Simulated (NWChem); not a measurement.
System: SiN$_{2}$H$_{4}$F$_{2}$; SMILES N[Si](N)(F)F

Parts of the log:

```
             Northwest Computational Chemistry Package (NWChem) 7.3.0
             --------------------------------------------------------

 C2  symmetry detected

                             Geometry "geometry" -> ""
                             -------------------------

 Output coordinates in angstroms (scale by  1.889725989 to convert to a.u.)

  No.       Tag          Charge          X              Y              Z
 ---- ---------------- ---------- -------------- -------------- --------------
    1 N                    7.0000     1.19491850     0.70289455     0.97328140
    2 Si                  14.0000     0.00000000     0.00000000    -0.01260460
    3 N                    7.0000    -1.19491850    -0.70289455     0.97328140
    4 F                    9.0000    -0.79972137     0.98239826    -1.00529410
    5 F                    9.0000     0.79972137    -0.98239826    -1.00529410
    6 H                    1.0000     2.12231836     0.88461392     0.61239890
    7 H                    1.0000     0.93825881     1.34588545     1.71051040
    8 H                    1.0000    -2.12231836    -0.88461392     0.61239890
    9 H                    1.0000    -0.93825881    -1.34588545     1.71051040

 Effective nuclear repulsion energy (a.u.)     263.6307503503

      Symmetry information
      --------------------

 Group name             C2
 Group number              4
 Group order               2
 No. of unique centers     5

  pbe96 is a nonlocal functional; adding pw91lda local functional.

                                 NWChem DFT Module
                                 -----------------

 Summary of "ao basis" -> "ao basis" (spherical)
 ------------------------------------------------------------------------------
       Tag                 Description            Shells   Functions and Types
 ---------------- ------------------------------  ------  ---------------------
 N                           6-31g*                  6       14   3s2p1d
 Si                          6-31g*                  8       18   4s3p1d
 F                           6-31g*                  6       14   3s2p1d
 H                           6-31g*                  2        2   2s

      Symmetry analysis of basis
      --------------------------

        a          42
        b          40

            General Information
            -------------------
          SCF calculation type: DFT
          Wavefunction type:  closed shell.
          No. of atoms     :     9
          No. of electrons :    50
           Alpha electrons :    25
            Beta electrons :    25
          Charge           :     0
          Spin multiplicity:     1
          Use of symmetry is: on ; symmetry adaption is: on
          Maximum number of iterations: 150
          AO basis - number of functions:    82
                     number of shells:    40
          Convergence on energy requested:  1.00D-06
          Convergence on density requested:  1.00D-05
          Convergence on gradient requested:  5.00D-04

              XC Information
              --------------
                     Hartree-Fock (Exact) Exchange  1.000
                     LC-wPBE(h)Exchange Functional  1.000
            Perdew 1991 LDA Correlation Functional  1.000 local
           PerdewBurkeErnz. Correlation Functional  1.000 non-local

           Range-Separation Parameters
           ---------------------------
           Alpha           :  0.00
           Beta            :  1.00
           Gamma           :  0.05
           Short-Range HF  :     F

             Grid Information
             ----------------
          Grid used for XC integration:  medium
          Radial quadrature: Mura-Knowles
          Angular quadrature: Lebedev.
          Tag              B.-S. Rad. Rad. Pts. Rad. Cut. Ang. Pts.
          ---              ---------- --------- --------- ---------
          N                   0.65       49          10.0       434
          Si                  1.10       88           8.0       590
          F                   0.50       49           9.0       434
          H                   0.35       45          11.0       434
          Grid pruning is: on
          Number of quadrature shells:   276
          Spatial weights used:  Erf1

      Superposition of Atomic Density Guess
      -------------------------------------

 Sum of atomic energies:        -598.14237821

      Non-variational initial energy
      ------------------------------

 Total energy =    -599.835692
 1-e energy   =   -1352.666380
 2-e energy   =     489.199938
 HOMO         =      -0.366476
 LUMO         =       0.054221

      Symmetry analysis of molecular orbitals - initial
      -------------------------------------------------

  Numbering of irreducible representations:

     1 a           2 b

  Orbital symmetries:

     1 a           2 a           3 b           4 a           5 b
     6 a           7 b           8 a           9 b          10 a
    11 b          12 a          13 b          14 a          15 b
    16 a          17 b          18 a          19 a          20 b
    21 b          22 a          23 b          24 b          25 a
    26 a          27 b          28 a          29 b          30 a
    31 b          32 b          33 a          34 a          35 b

   convergence    iter        energy       DeltaE   RMS-Dens  Diis-err
 ---------------- ----- ----------------- --------- --------- ---------
 d= 0,ls=0.0,diis     1   -600.6666323740 -8.64D+02  1.68D-02  1.07D+00
 d= 0,ls=0.0,diis     2   -600.6206781987  4.60D-02  8.38D-03  1.85D+00
 d= 0,ls=0.0,diis     3   -600.7731322280 -1.52D-01  1.39D-03  3.80D-02
 d= 0,ls=0.0,diis     4   -600.7749679467 -1.84D-03  7.11D-04  1.11D-02
 d= 0,ls=0.0,diis     5   -600.7760388373 -1.07D-03  1.25D-04  3.89D-04
  Resetting Diis
 d= 0,ls=0.0,diis     6   -600.7760808420 -4.20D-05  1.62D-05  1.83D-06
 d= 0,ls=0.0,diis     7   -600.7760810406 -1.99D-07  6.75D-06  1.83D-07

         Total DFT energy =     -600.776081040618
      One electron energy =    -1357.132730417151
           Coulomb energy =      549.623794158126
    Exchange-Corr. energy =      -56.897895131880
 Nuclear repulsion energy =      263.630750350287

 Numeric. integr. density =       49.999998222492

                  Occupations of the irreducible representations
                  ----------------------------------------------

                     irrep           alpha         beta
                     --------     --------     --------
                     a                13.0         13.0
                     b                12.0         12.0

                       DFT Final Molecular Orbital Analysis
                       ------------------------------------

 Vector   23  Occ=2.000000D+00  E=-3.474359D-01  Symmetry=b
              MO Center= -1.8D-14,  2.3D-14, -7.9D-01, r^2= 2.4D+00
   Bfn.  Coefficient  Atom+Function         Bfn.  Coefficient  Atom+Function
  ----- ------------  ---------------      ----- ------------  ---------------
    49      0.329240  4 F  px                63      0.329240  5 F  px
    51     -0.271210  4 F  pz                65      0.271210  5 F  pz
    53      0.225324  4 F  px                67      0.225324  5 F  px
    55     -0.192986  4 F  pz                69      0.192986  5 F  pz
    50     -0.147668  4 F  py                64     -0.147668  5 F  py

 Vector   24  Occ=2.000000D+00  E=-2.548919D-01  Symmetry=b
              MO Center= -4.8D-13, -2.7D-13,  8.1D-01, r^2= 2.9D+00
   Bfn.  Coefficient  Atom+Function         Bfn.  Coefficient  Atom+Function
  ----- ------------  ---------------      ----- ------------  ---------------
     4      0.303960  1 N  py                36      0.303960  3 N  py
     8      0.245912  1 N  py                40      0.245912  3 N  py
     5     -0.231059  1 N  pz                37      0.231059  3 N  pz
     9     -0.195509  1 N  pz                41      0.195509  3 N  pz
    51     -0.120845  4 F  pz                65      0.120845  5 F  pz

 Vector   25  Occ=2.000000D+00  E=-2.521453D-01  Symmetry=a
              MO Center=  4.9D-13,  2.8D-13,  9.2D-01, r^2= 2.8D+00
   Bfn.  Coefficient  Atom+Function         Bfn.  Coefficient  Atom+Function
  ----- ------------  ---------------      ----- ------------  ---------------
     4      0.312904  1 N  py                36     -0.312904  3 N  py
     8      0.271604  1 N  py                40     -0.271604  3 N  py
     5     -0.227916  1 N  pz                37     -0.227916  3 N  pz
     9     -0.206559  1 N  pz                41     -0.206559  3 N  pz
     3     -0.122252  1 N  px                35      0.122252  3 N  px

 Vector   26  Occ=0.000000D+00  E= 5.223243D-02  Symmetry=a
              MO Center=  3.0D-14,  6.0D-15,  6.5D-01, r^2= 5.7D+00
   Bfn.  Coefficient  Atom+Function         Bfn.  Coefficient  Atom+Function
  ----- ------------  ---------------      ----- ------------  ---------------
    24     -1.035562  2 Si s                  6      0.991809  1 N  s
    38      0.991809  3 N  s                 76     -0.491966  6 H  s
    80     -0.491966  8 H  s                 78     -0.487970  7 H  s
    82     -0.487970  9 H  s                 52      0.244758  4 F  s
    66      0.244758  5 F  s                  2      0.173258  1 N  s

 Vector   27  Occ=0.000000D+00  E= 9.426917D-02  Symmetry=b
              MO Center= -2.1D-15, -1.6D-14,  8.2D-01, r^2= 6.5D+00
   Bfn.  Coefficient  Atom+Function         Bfn.  Coefficient  Atom+Function
  ----- ------------  ---------------      ----- ------------  ---------------
     6      1.053522  1 N  s                 38     -1.053522  3 N  s
    78     -0.698263  7 H  s                 82      0.698263  9 H  s
    76     -0.521570  6 H  s                 80      0.521570  8 H  s
    25     -0.476103  2 Si px                26     -0.282847  2 Si py
     8      0.240391  1 N  py                40      0.240391  3 N  py

 Vector   28  Occ=0.000000D+00  E= 1.139357D-01  Symmetry=a
              MO Center=  2.6D-14, -2.2D-15, -1.8D-01, r^2= 4.8D+00
   Bfn.  Coefficient  Atom+Function         Bfn.  Coefficient  Atom+Function
  ----- ------------  ---------------      ----- ------------  ---------------
    76      0.703178  6 H  s                 80      0.703178  8 H  s
    27      0.686604  2 Si pz                24     -0.519025  2 Si s
     6     -0.416744  1 N  s                 38     -0.416744  3 N  s
    23      0.378446  2 Si pz                52      0.352045  4 F  s
    66      0.352045  5 F  s                  7     -0.300928  1 N  px

     Multipole analysis of the density
     ---------------------------------

     L   x y z        total         alpha         beta         nuclear
     -   - - -        -----         -----         ----         -------
     0   0 0 0     -0.000000    -25.000000    -25.000000     50.000000

     1   1 0 0      0.000000      0.000000      0.000000      0.000000
     1   0 1 0     -0.000000     -0.000000     -0.000000     -0.000000
     1   0 0 1      0.894840      0.447420      0.447420      0.000000

     2   2 0 0    -22.182291    -86.566892    -86.566892    150.951494
     2   1 1 0      4.281949     -4.818063     -4.818063     13.918074
     2   1 0 1      0.000000      0.000000      0.000000     -0.000000
     2   0 2 0    -24.555011    -64.909036    -64.909036    105.263061
     2   0 1 1     -0.000000     -0.000000     -0.000000      0.000000
     2   0 0 2    -25.467214    -80.685509    -80.685509    135.903803

                                 NWChem DFT Module
                                 -----------------

      Symmetry analysis of basis
      --------------------------

        a          42
        b          40

            General Information
            -------------------
          SCF calculation type: DFT
          Wavefunction type:  spin polarized.
          No. of atoms     :     9
          No. of electrons :    49
           Alpha electrons :    25
            Beta electrons :    24
          Charge           :     1
          Spin multiplicity:     2
          Use of symmetry is: on ; symmetry adaption is: on
          Maximum number of iterations: 150
          This is a Direct SCF calculation.
          AO basis - number of functions:    82
                     number of shells:    40
          Convergence on energy requested:  1.00D-06
          Convergence on density requested:  1.00D-05
          Convergence on gradient requested:  5.00D-04

              XC Information
              --------------
                     Hartree-Fock (Exact) Exchange  1.000
                     LC-wPBE(h)Exchange Functional  1.000
            Perdew 1991 LDA Correlation Functional  1.000 local
           PerdewBurkeErnz. Correlation Functional  1.000 non-local

           Range-Separation Parameters
           ---------------------------
           Alpha           :  0.00
           Beta            :  1.00
           Gamma           :  0.05
           Short-Range HF  :     F

             Grid Information
             ----------------
          Grid used for XC integration:  medium
          Radial quadrature: Mura-Knowles
          Angular quadrature: Lebedev.
          Tag              B.-S. Rad. Rad. Pts. Rad. Cut. Ang. Pts.
          ---              ---------- --------- --------- ---------
          N                   0.65       49          10.0       434
          Si                  1.10       88           8.0       590
          F                   0.50       49           9.0       434
          H                   0.35       45          11.0       434
          Grid pruning is: on
          Number of quadrature shells:   276
          Spatial weights used:  Erf1

      Superposition of Atomic Density Guess
      -------------------------------------

 Sum of atomic energies:        -598.14237821

 Renormalizing density from      50.00 to     49

      Non-variational initial energy
      ------------------------------

 Total energy =    -592.154682
 1-e energy   =   -1325.613053
 2-e energy   =     469.827620
 HOMO         =      -0.657056
 LUMO         =      -0.233019

   Symmetry analysis of molecular orbitals - initial alpha
   -------------------------------------------------------

  Numbering of irreducible representations:

     1 a           2 b

  Orbital symmetries:

     1 a           2 a           3 b           4 a           5 b
     6 a           7 b           8 a           9 b          10 a
    11 b          12 a          13 b          14 a          15 b
    16 a          17 b          18 a          19 b          20 a
    21 b          22 a          23 b          24 b          25 a
    26 a          27 b          28 a          29 b          30 a
    31 b          32 a          33 b          34 a          35 b

   Symmetry analysis of molecular orbitals - initial beta
   ------------------------------------------------------

  Numbering of irreducible representations:

     1 a           2 b

  Orbital symmetries:

     1 a           2 a           3 b           4 a           5 b
     6 a           7 b           8 a           9 b          10 a
    11 b          12 a          13 b          14 a          15 b
    16 a          17 b          18 a          19 b          20 a
    21 b          22 a          23 b          24 b          25 a
    26 a          27 b          28 a          29 b          30 a
    31 b          32 a          33 b          34 a          35 b

[...]
```

Level: LC-wPBE (HJS exchange hole, range parameter 0.05 per bohr)/6-31G* (spherical d), vertical spin-unrestricted ions. All runs use the structure optimised with B3LYP/6-31G* (spherical d).

Reconstruct the input file.

Several could match; the one computed here: the input that was run:
```
start job
memory heap 200 mb stack 900 mb global 1100 mb
geometry units angstroms noautoz
  N     -0.243221    -1.364820     0.991680
  Si     0.000000    -0.000000     0.005794
  N      0.243219     1.364821     0.991680
  F      1.266363    -0.031451    -0.986894
  F     -1.266360     0.031451    -0.986897
  H     -0.708343    -2.187470     0.630797
  H      0.412128    -1.588045     1.728909
  H      0.708343     2.187471     0.630798
  H     -0.412130     1.588045     1.728909
end
basis spherical
  N library 6-31g*
  Si library 6-31g*
  F library 6-31g*
  H library 6-31g*
end
dft
  xc xwpbe 1.00 cpbe96 1.0 hfexch 1.00
  cam 0.05 cam_alpha 0.0 cam_beta 1.0
  iterations 150
  vectors input atomic output neutral.movecs
end
task dft energy
charge 1
dft
  odft
  mult 2
  vectors input atomic output cation.movecs
end
task dft energy
```
